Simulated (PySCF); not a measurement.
**Correlation energy of F⁺ (fluorine, charge +1)**

[He] 2s2 2p4, high-spin 3P determinant. All numbers are calculated (PySCF 2.14, scalar relativity by spin-free X2C-1e, in cc-pVDZ-DK (3s2p1d, 14 functions)). Frozen: 1s2; 6 electrons correlated.

MP2 pair energies summed by pair of shells (mhartree):

```json
{"pair": "2p-2p", "energy": "-46.99", "share (%)": "47.7"}
{"pair": "2s-2p", "energy": "-44.19", "share (%)": "44.8"}
{"pair": "2s-2s", "energy": "-7.41", "share (%)": "7.5"}
```

Total MP2 correlation energy: -98.58 mhartree.

Same-spin part -24.30 and opposite-spin part -74.29 mhartree; SCS-MP2 scales them by 1/3 and 6/5 to -97.24 mhartree.

```tsv
level	correlation energy (mhartree)
CCSD	-112.40
(T)	-0.78
CCSD(T)	-113.18
```

Diagnostics: T1 = 0.0035, D1 = 0.0058, largest double amplitude 0.042.

Cost of the coupled-cluster step: 0.05 s of wall time on 1 thread of INTEL(R) XEON(R) PLATINUM 8581C CPU @ 2.30GHz (shared host), for 6 correlated electrons.
